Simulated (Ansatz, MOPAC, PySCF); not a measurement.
Dissociation curve of Al2(mu-H)2(OH)4, H6Al2O4, singlet. The Al1–O11 bond (Al1 also carries Al, H, H, O; O11 carries H) is pulled apart rigidly from the PBE0/def2-SVP optimised geometry.

Methods: PM6, restricted, heats of formation (MOPAC); UKS-PBE0 = unrestricted PBE0/cc-pVDZ in Ansatz (a quantum-chemistry and plane-wave program); RMP2/3-21G = restricted MP2 (frozen core)/3-21G in PySCF; RKS-LDA (SVWN5)/6-31G* = restricted LDA (SVWN5)/6-31G*, spherical d run with PySCF.

Energies are in eV, each relative to the lowest point of its own curve near equilibrium.

```csv
R / Å,PM6,UKS-PBE0,RMP2/3-21G,RKS-LDA (SVWN5)/6-31G*
1.40,3.125,2.445,2.612,2.139
1.50,1.314,0.949,0.993,0.770
1.59,0.427,0.274,0.273,[?]
1.63,0.205,0.118,0.111,0.065
1.70,[?],0.000,0.000,0.000
1.74,0.000,[?],[?],[?]
1.83,0.155,0.148,0.197,0.220
1.92,0.497,[?],0.523,0.528
2.03,1.065,0.864,1.032,0.992
2.26,2.422,1.915,2.228,2.046
2.50,3.697,2.971,3.397,3.063
2.81,4.902,4.049,4.579,4.120
3.17,5.793,4.672,5.490,5.005
3.56,6.401,4.973,6.047,5.650
4.12,6.942,5.138,6.244,6.210
4.86,7.376,5.199,5.690,6.576
```

Q: Complete the blanks.

A: 
- 1.59, RKS-LDA (SVWN5)/6-31G*: 0.187
- 1.70, PM6: 0.015
- 1.74, UKS-PBE0: 0.003
- 1.74, RMP2/3-21G: 0.014
- 1.74, RKS-LDA (SVWN5)/6-31G*: 0.029
- 1.92, UKS-PBE0: 0.424

The restricted form behind PM6, RMP2/3-21G, RKS-LDA (SVWN5)/6-31G* keeps the bonding electrons paired and can't separate into open-shell fragments. The unrestricted determinant behind UKS-PBE0 is spin-contaminated at 2.81 to 4.86 Å (<S²> up to 1.0, against 0.00 for a pure singlet).
